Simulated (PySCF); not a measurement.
**Dipole response of Au⁺ (gold, charge +1)**

[Xe] 4f14 5d10, closed-shell 1S. Computed with PySCF 2.14 in ANO-RCC-VTZP (8s7p5d3f1g, 84 functions), with the spin-free X2C one-electron Hamiltonian (Gaussian nucleus). Coupled (time-dependent) response in atomic units; α is the mean over directions. The basis has no added diffuse functions, which lowers α and C₆.

| method | mean α (bohr³) | C₆ (like pair) | S(−4) |
| --- | --- | --- | --- |
| UHF | 11.26 | 80.69 | 36.97 |
| PBE | 13.13 | 95.27 | 59.31 |
| PBE0 | 12.47 | 90.33 | 50.00 |

S(−4) is the Cauchy moment in α(ω) = α(0) + S(−4) ω² + …

α(iu) at UHF:

```json
{"u (hartree)": "0", "α(iu) (bohr³)": "11.26"}
{"u (hartree)": "0.0500", "α(iu) (bohr³)": "11.17"}
{"u (hartree)": "0.100", "α(iu) (bohr³)": "10.91"}
{"u (hartree)": "0.200", "α(iu) (bohr³)": "10.07"}
{"u (hartree)": "0.300", "α(iu) (bohr³)": "9.096"}
{"u (hartree)": "0.500", "α(iu) (bohr³)": "7.437"}
{"u (hartree)": "0.750", "α(iu) (bohr³)": "5.991"}
{"u (hartree)": "1.00", "α(iu) (bohr³)": "4.940"}
{"u (hartree)": "1.50", "α(iu) (bohr³)": "3.463"}
{"u (hartree)": "2.00", "α(iu) (bohr³)": "2.508"}
{"u (hartree)": "3.00", "α(iu) (bohr³)": "1.452"}
{"u (hartree)": "5.00", "α(iu) (bohr³)": "0.6515"}
```

For an ion, C₆ is the dispersion term alone; charge-induced terms of lower order in 1/R come first.

Spin-orbit coupling, which splits the p, d and f shells strongly at this Z, is absent.
